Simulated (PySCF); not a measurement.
## Bonding in `COCc1ccccc1`

Compound: C8H10O.
Numbering: `[CH3:1][O:2][CH2:3][c:4]1[cH:5][cH:6][cH:7][cH:8][cH:9]1` (hydrogens: H10, H11, H12 on C1; H13, H14 on C3; H15 on C5; H16 on C6; H17 on C7; H18 on C8; H19 on C9)

Geometry (PBE0-D3(BJ)/def2-SVP, Å), atoms numbered from 1 in this order:
```
atom  x, y, z in Å
C1    -3.1011   -0.5277    1.4398
O2    -2.4493   -1.5809    0.7943
C3    -1.6853   -1.1799   -0.3051
C4    -0.4497   -0.3909    0.0621
C5    -0.0201    0.6874   -0.7144
C6     1.1432    1.3824   -0.3845
C7     1.8844    1.0133    0.7361
C8     1.4554   -0.0559    1.5236
C9     0.2985   -0.7538    1.1875
H10   -3.7902    0.0056    0.7554
H11   -2.3930    0.2129    1.8568
H12   -3.6887   -0.9550    2.2641
H13   -1.3872   -2.1094   -0.8183
H14   -2.2953   -0.5947   -1.0235
H15   -0.6054    0.9893   -1.5881
H16    1.4672    2.2237   -1.0020
H17    2.7927    1.5607    0.9996
H18    2.0295   -0.3483    2.4064
H19   -0.0474   -1.5879    1.8033
```

Bond orders from the PBE0/pcSseg-1 density (PySCF). One conformer (not necessarily the lowest) at the PBE0-D3(BJ)/def2-SVP geometry, without solvent, vibrations or thermal averaging.

How far do the computed orders between heavy atoms stray from the drawn ones?

The largest departure is 0.110, at C9–C4 (drawn aromatic, 1.390), counting aromatic bonds as 1.5. The bonds drawn aromatic range from 1.39 to 1.44.

Set the Mayer orders of the bonds beside their lengths.

```csv
bond,drawn as,length (Å),Mayer order
C1–O2,single,1.397,0.932
O2–C3,single,1.398,0.957
C3–C4,single,1.511,1.016
C4–C5,aromatic,1.397,1.408
C5–C6,aromatic,1.395,1.435
C6–C7,aromatic,1.393,1.436
C7–C8,aromatic,1.396,1.420
C8–C9,aromatic,1.392,1.441
C9–C4,aromatic,1.399,1.390
C1–H10,single,1.108,0.957
C1–H11,single,1.106,0.953
C1–H12,single,1.099,0.975
C3–H13,single,1.103,0.936
C3–H14,single,1.109,0.947
C5–H15,single,1.094,0.969
C6–H16,single,1.093,0.962
C7–H17,single,1.093,0.968
C8–H18,single,1.093,0.965
C9–H19,single,1.093,0.965
```

Bonds between the same two heavy elements. C–O: lowest C1–O2 (0.932, 1.397 Å), highest O2–C3 (0.957, 1.398 Å). C–C: lowest C3–C4 (1.016, 1.511 Å), highest C8–C9 (1.441, 1.392 Å).

Sum the orders of all bonds at each heavy atom with more than one neighbour and set the sums beside the valence in the SMILES.

C1 3.817 (drawn 4), O2 1.889 (drawn 2), C3 3.856 (drawn 4), C4 3.814 (drawn 4), C5 3.812 (drawn 4), C6 3.833 (drawn 4), C7 3.824 (drawn 4), C8 3.826 (drawn 4), C9 3.796 (drawn 4). Orders between atoms that aren't bonded are not in these sums.

The Mayer order sums products of elements of PS (density times overlap matrix) between the two atoms' basis functions, so it depends on the basis set.
